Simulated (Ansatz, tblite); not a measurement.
Forces on InO3H3 at its PBE0-D4/def2-SVP geometry. Total charge 0; singlet.

In the def2 sets In takes a core potential; there is no spin–orbit coupling. The xTB rows come from tblite. The structure comes from a short search, and lower isomers may exist.

GFN1-xTB (tblite), largest force 0.50 eV/Å:

```xyz
7
positions Å, forces eV/Å
In   -0.207    0.010    0.121   -0.233    0.063    0.020
O     0.337   -0.968    1.766    0.111    0.162   -0.406
O     0.995    0.372   -1.434   -0.079   -0.143    0.347
O    -2.068    0.681   -0.015    0.478   -0.115   -0.082
H    -2.202    1.133   -0.856    0.091   -0.087    0.118
H     1.259   -1.249    1.730   -0.178    0.070   -0.026
H     1.885    0.021   -1.311   -0.190    0.048    0.030
```

GFN2-xTB (tblite), largest force 0.55 eV/Å:

```
In -0.288 0.063 0.054
O 0.240 0.152 -0.471
O 0.066 -0.233 0.436
O 0.433 -0.042 -0.201
H 0.122 -0.139 0.204
H -0.251 0.070 0.022
H -0.323 0.128 -0.045
```

B97M-V/def2-TZVP (Ansatz), largest force 0.24 eV/Å:

```
In -0.018 -0.004 0.010
O 0.162 -0.007 -0.089
O 0.149 -0.088 0.082
O 0.089 0.052 -0.165
H 0.066 -0.116 0.195
H -0.225 0.086 -0.028
H -0.222 0.076 -0.006
```
